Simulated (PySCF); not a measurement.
Species: BiMe2I, C₂H₆BiI.
Geometry (PBE0-D3(BJ)/def2-SVP, Å), atoms numbered from 1 in this order:
```
atom  x, y, z in Å
Bi1   -0.308   -0.535    1.259
C2     1.589   -0.530    0.014
H3     1.315   -0.487   -1.048
H4     2.161   -1.445    0.217
H5     2.189    0.352    0.286
C6    -1.244    1.121    0.020
H7    -2.333    1.101    0.157
H8    -0.996    0.958   -1.037
H9    -0.842    2.088    0.359
I10   -1.531   -2.623   -0.227
```

Theory: PySCF, TDDFT B3LYP/def2-SVPD, vertical, gas phase, core orbitals frozen in the response, def2 core potentials past Kr. Spin–orbit coupling is left out.

Ground-to-excited transition dipoles (e·a0, same axes as the geometry; the sign carries no meaning), for the states with f of 0.002 or more among the lowest 9:

```json
{"state": "S1", "E (eV)": "3.616", "μx": "-0.106", "μy": "-0.178", "μz": "-0.358"}
{"state": "S2", "E (eV)": "3.772", "μx": "-0.139", "μy": "0.082", "μz": "0.001"}
{"state": "S3", "E (eV)": "4.611", "μx": "-0.274", "μy": "-0.468", "μz": "-0.387"}
{"state": "S4", "E (eV)": "5.207", "μx": "0.341", "μy": "-0.198", "μz": "-0.003"}
{"state": "S5", "E (eV)": "5.231", "μx": "0.239", "μy": "-0.139", "μz": "-0.001"}
{"state": "S7", "E (eV)": "5.606", "μx": "0.119", "μy": "0.197", "μz": "0.461"}
{"state": "S9", "E (eV)": "6.118", "μx": "-0.449", "μy": "0.267", "μz": "0.021"}
```

(1) What oscillator strength does each state have?

(2) Which bond between heavy atoms lies closest to the direction of the S3 transition dipole?

(3) What angle do the transition dipoles of S7 and S9 make?

Answers

(1) f = (2/3) ΔE |μ|² with ΔE in hartree (27.2114 eV).

```csv
state,|μ|² (au),|μ| (D),f
S1,0.171,1.05,0.015
S2,0.026,0.41,0.002
S3,0.443,1.69,0.050
S4,0.156,1.00,0.020
S5,0.076,0.70,0.010
S7,0.266,1.31,0.036
S9,0.274,1.33,0.041
```

(2) Bi1–I10, at 4° from it; next Bi1–C2 and Bi1–C6 at 88°.

(3) |cos θ| = |μa·μb| / (|μa| |μb|) = 0.03, so θ ≈ 88° (taken between 0 and 90°, since the signs are arbitrary).

All these states lie below the vertical ionisation energy of 8.61 eV (ΔSCF).
